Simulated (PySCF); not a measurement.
Input for PySCF:
```python
from pyscf import gto, scf, dft

mol = gto.M(
    atom='''
B    -0.489112    1.409897   -0.135474
N    -1.389811    0.337563    0.089269
B    -0.958057   -1.007440    0.221840
N     0.433773   -1.250377    0.120146
B     1.385804   -0.225570   -0.103362
N     0.891588    1.098596   -0.227267
H    -2.380251    0.519393    0.160478
H    -1.723700   -1.880451    0.407904
H     0.762915   -2.199151    0.211312
H     2.535514   -0.459655   -0.183047
H     1.563495    1.834955   -0.386703
''',
    basis='sto-3g',
    charge=0,
    spin=1,
    verbose=4,
)

mf = dft.UKS(mol)
mf.xc = 'wb97x'
mf.kernel()
```

Problem. What does this run give for the Mulliken (on the basis functions themselves) charges in atom order, dipole moment, <S^2>, nuclear repulsion energy, number of basis functions, total energy?

Solution. 
```json
{
 "Mulliken (on the basis functions themselves) charges in atom order": "B1 0.28, N2 -0.46, B3 0.31, N4 -0.45, B5 0.31, N6 -0.46, H7 0.20, H8 -0.07, H9 0.20, H10 -0.07, H11 0.20",
 "dipole_moment": "0.39 D",
 "<S^2>": "0.754",
 "nuclear_repulsion_energy": "190.7784 Eh",
 "number_of_basis_functions": "35",
 "total_energy": "-238.8693 Eh"
}
```

These values belong to the state on which the SCF converged, which isn't shown to be the lowest.
